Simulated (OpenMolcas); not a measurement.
# C2+: effect of the level shift or regulariser

- Program: OpenMolcas 26.06
- Basis: ANO-RCC-VTZP [4s3p2d1f]
- Scalar Hamiltonian: DKH2, point nucleus
- Active space: 2 electrons in 4 orbitals (2s 2p)
- State averaging: 2S+1 = 3 even, 3 roots; 2S+1 = 1 even, 7 roots; 2S+1 = 3 odd, 3 roots; 2S+1 = 1 odd, 3 roots
- Spin-orbit coupling: RASSI with atomic mean-field integrals over the reference wave functions, term energies averaged over their components

Methods on the same reference wave functions:
A. CASSCF
B. MS-CASPT2, IPEA 0.25 Eh, imaginary shift 0.1 Eh (closed shells correlated: 1s)
C. MS-CASPT2, IPEA 0.25 Eh, real shift 0.2 Eh (closed shells correlated: 1s)

Energies in cm⁻¹ above 2s² ¹S₀, the measured ground level; measured values from Moore, Selected Tables of Atomic Spectra, NSRDS-NBS 3, section 3.

| Level | A | B | C | Measured |
| --- | --- | --- | --- | --- |
| 2s² ¹S₀ | 0.0 | 0.0 | 0.0 | 0.0 |
| 2s 2p ³P°₀ | 52999 | 52379 | 52381 | 52367 |
| 2s 2p ³P°₁ | 53026 | 52406 | 52408 | 52391 |
| 2s 2p ³P°₂ | 53080 | 52460 | 52462 | 52447 |
| 2s 2p ¹P°₁ | 113372 | 104557 | 104604 | 102352 |
| 2p² ³P₀ | 139277 | 137748 | 137747 | 137426 |
| 2p² ³P₁ | 139304 | 137774 | 137773 | 137454 |
| 2p² ³P₂ | 139356 | 137827 | 137826 | 137502 |
| 2p² ¹D₂ | 156310 | 147688 | 147783 | 145876 |
| 2p² ¹S₀ | 196407 | 184620 | 184737 | 182520 |

Deviations, from unrounded energies. A percentage is the sum of absolute deviations over the sum of measured energies, with the sign that they share, or ± where signs differ.

```tsv
Against measurement	Levels	A	B	C
mean absolute deviation (cm-1)	9	4800	790	820
other configurations (%)	9	+4.3	+0.7	+0.7
```

B, C lie about equally close to measurement and A furthest from it. The largest miss of B in the table is 2s 2p ¹P°₁, by +2200 cm-1. The ranking rests on the paired levels alone, and a cruder setting can come out closer through cancelling errors.

Between B and C the level of the table that moves most is 2p² ¹S₀, by 120 cm-1 (lowest in B, highest in C).

The lowest spin-free term lies below A's lowest term by 0.009 hartree in B, 0.009 hartree in C.

Measured partners are found by configuration, term and J. A level has none where our copy of the source lacks it or the pairing is in doubt (some pairs that miss far off the trend of their configuration count as doubtful), and it then counts in no deviation. Levels of configurations outside the active space are missing.

° marks odd parity.
